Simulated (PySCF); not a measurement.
FGe, SMILES [F][Ge] (connectivity only; charge and spin as stated), charge +1, multiplicity 1. The structure is a stationary point at PBE0-D3(BJ)/def2-TZVPD. The spin state was assumed, not searched.

TDA-CAM-B3LYP/def2-TZVPD (PySCF) puts the lowest singlet excitations at 7.04, 7.04, 7.63, 7.78, 7.78, 9.10 eV.

What are the lowest excitation roots from PySCF 2.14.0 with ADC(2)/aug-cc-pVDZ? (The exact figures need the calculation; the answer reports its results.)

6.61, 6.61, 7.24, 7.24, 7.29, 7.58 eV. S1 differs by -0.43 eV (second minus first; roots are paired by order, and the bases may differ).
